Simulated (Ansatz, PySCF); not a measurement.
Dissociation curve of BCl, singlet.

Levels: RKS-PBE = restricted PBE/cc-pVTZ (Ansatz, a quantum-chemistry and plane-wave program); UKS-PBE = Ansatz with unrestricted PBE/cc-pVTZ; UKS-B3LYP = unrestricted B3LYP/cc-pVTZ run with PySCF 2.14.0; UCCSD(T) = CCSD(T) on UHF/cc-pVTZ, 6 core orbitals frozen run with PySCF.

Energies relative to the lowest point of each curve near equilibrium, in mEh; the last columns give the difference from UCCSD(T):

| R / Å | RKS-PBE | UKS-PBE | UKS-B3LYP | UCCSD(T) | RKS-PBE − UCCSD(T) | UKS-PBE − UCCSD(T) | UKS-B3LYP − UCCSD(T) |
|---|---|---|---|---|---|---|---|
| 1.38 | 92.8 | 92.8 | 89.8 | 95.0 | -2.2 | -2.2 | -5.2 |
| 1.47 | 42.8 | 42.8 | 40.6 | 43.4 | -0.7 | -0.7 | -2.8 |
| 1.56 | 15.5 | 15.5 | 14.2 | 15.5 | 0.0 | 0.0 | -1.3 |
| 1.60 | 8.5 | 8.5 | 7.5 | 8.4 | 0.2 | 0.2 | -0.8 |
| 1.65 | 3.0 | 3.0 | 2.5 | 2.8 | 0.2 | 0.2 | -0.4 |
| 1.72 | 0.0 | 0.0 | 0.0 | 0.0 | 0.0 | 0.0 | 0.0 |
| 1.79 | 0.9 | 0.9 | 1.4 | 1.3 | -0.4 | -0.4 | 0.1 |
| 1.84 | 3.3 | 3.3 | 4.1 | 4.0 | -0.7 | -0.7 | 0.1 |
| 1.88 | 6.0 | 6.0 | 7.0 | 7.0 | -1.0 | -1.0 | 0.0 |
| 1.99 | 15.7 | 15.7 | 17.3 | 17.7 | -1.9 | -1.9 | -0.4 |
| 2.14 | 32.3 | 32.3 | 34.3 | 35.5 | -3.2 | -3.2 | -1.2 |
| 2.31 | 52.5 | 52.5 | 54.8 | 57.2 | -4.7 | -4.7 | -2.3 |
| 2.61 | 86.6 | 86.6 | 89.3 | 93.7 | -7.1 | -7.1 | -4.4 |
| 2.86 | 110.9 | 110.9 | 114.2 | 122.9 | -11.9 | -11.9 | -8.6 |
| 3.13 | 132.5 | 132.5 | 136.4 | 148.9 | -16.4 | -16.4 | -12.5 |
| 3.45 | 151.9 | 151.7 | 152.9 | 170.7 | -18.7 | -19.0 | -17.8 |
| 3.77 | 166.0 | 164.0 | 162.6 | 181.2 | -15.2 | -17.2 | -18.6 |
| 4.19 | 178.4 | 172.8 | 170.2 | 185.9 | -7.5 | -13.1 | -15.6 |
| 4.60 | 185.9 | 177.4 | 174.7 | 187.3 | -1.3 | -9.9 | -12.6 |
| 5.16 | 192.1 | 180.9 | 178.1 | 187.9 | 4.2 | -7.0 | -9.8 |
| 5.98 | 196.6 | 183.1 | 180.6 | 188.2 | 8.4 | -5.1 | -7.6 |
| 6.89 | 198.9 | 184.2 | 181.7 | 188.3 | 10.6 | -4.1 | -6.6 |

RKS-PBE is furthest from UCCSD(T) at 3.45 (-18.7 mEh, below); its mean absolute difference over the points is 5.3 mEh.

UKS-PBE is furthest from UCCSD(T) at 3.45 (-19.0 mEh, below); its mean absolute difference over the points is 5.7 mEh.

UKS-B3LYP is furthest from UCCSD(T) at 3.77 (-18.6 mEh, below); its mean absolute difference over the points is 5.9 mEh.

The restricted form behind RKS-PBE keeps the bonding electrons paired and can't separate into open-shell fragments. The unrestricted determinant behind UKS-PBE is spin-contaminated at 3.45 to 6.89 Å (<S²> up to 0.7, against 0.00 for a pure singlet). The unrestricted determinant behind UKS-B3LYP is spin-contaminated at 3.13 to 6.89 Å (<S²> up to 0.8, against 0.00 for a pure singlet). At the longest distance UKS-B3LYP leaves fractional charges on the fragments, a sign of delocalisation error or of the restricted form. The unrestricted determinant behind UCCSD(T) is spin-contaminated at 1.47 to 6.89 Å (<S²> up to 1.0, against 0.00 for a pure singlet).
